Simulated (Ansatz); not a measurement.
Coupled-cluster run, CH5AlClGa (`[CH3][Al]([Cl])[GaH2]`).

```yaml
crystal:
  periodic: [false, false, false]
  atoms:
    - {symbol: C, position_ang: [0.085045, 1.276104, -1.282425]}
    - {symbol: Al, position_ang: [0.558303, 0.096722, 0.191749]}
    - {symbol: Cl, position_ang: [2.521012, 0.329725, 0.963173]}
    - {symbol: Ga, position_ang: [-0.772264, -1.688175, 1.357327]}
    - {symbol: H, position_ang: [-0.941260, 1.137288, -1.630507]}
    - {symbol: H, position_ang: [0.207280, 2.322716, -0.985239]}
    - {symbol: H, position_ang: [0.757539, 1.107957, -2.130232]}
    - {symbol: H, position_ang: [-0.761389, -3.193951, 0.884923]}
    - {symbol: H, position_ang: [-1.654265, -1.388396, 2.631231]}
basis:
  gaussian: {orbitals: def2-QZVPP}
correlation: {method: ccsd_t}
```

```sh
$ ansatz run in.yaml --threads 2 --pin off --events-out ev --progress --plain --max-ram 32768MiB --backend cuda --devices 0, --max-vram 18GiB
```

The program prints (abridged):

```
Functional definition: HF
2621 factors; integrals over basis functions are off by at most 7.7e-4 eV
mean field evaluation 1: about -72531.7368 eV, gradient 3.3e1 eV
mean field evaluation 2: about -72531.8091 eV, gradient 3.3e1 eV
mean field evaluation 4: about -72534.9688 eV, gradient 3.6e0 eV
mean field evaluation 8: about -72535.0209 eV, gradient 3.3e-1 eV
mean field -72535.02134660 eV, -2665.6128684841 hartree, gradient 1.9e-6 eV, S^2 0.000000; 0 other end points of the search recorded, 0 dependent functions left out
20 core orbitals not correlated: weight in the atoms' cores, before any rotation towards them, 1.000 or more for the frozen orbitals, at most 0.000 for the correlated occupied ones
reference -72535.02134660 eV, -2665.6128684841 hartree; 16, 16 occupied and 400, 400 virtual orbitals, 2621 factors
second order -25.95768162 eV of doubles, -0.00000000 eV of singles
cycle   1  -25.76864487 eV  change    1.9e-1 eV  update   1.1e-1
cycle   2  -26.39859964 eV  change   -6.3e-1 eV  update   3.3e-2
cycle   3  -26.49583161 eV  change   -9.7e-2 eV  update   1.6e-2
cycle   4  -26.48100281 eV  change    1.5e-2 eV  update   4.1e-3
cycle   5  -26.47848850 eV  change    2.5e-3 eV  update   1.6e-3
cycle   6  -26.47902981 eV  change   -5.4e-4 eV  update   4.9e-4
cycle   7  -26.47893356 eV  change    9.6e-5 eV  update   2.1e-4
cycle   8  -26.47884612 eV  change    8.7e-5 eV  update   6.8e-5
cycle   9  -26.47888598 eV  change   -4.0e-5 eV  update   3.0e-5
cycle  10  -26.47889685 eV  change   -1.1e-5 eV  update   1.2e-5
perturbative correction -0.96394702 eV, -0.0354243998 hartree
Total energy: -72562.46419047 eV, -2666.6213743951 hartree
```

Hardware: 2 threads of an AMD EPYC 7R13 on a shared host and a share of an NVIDIA H100 80 GB. Wall time 30 s, peak host memory 2.1 GiB.

The correlation energy is -27.443 eV, 3.5 % of it from (T); the T1 diagnostic reads 0.0119.
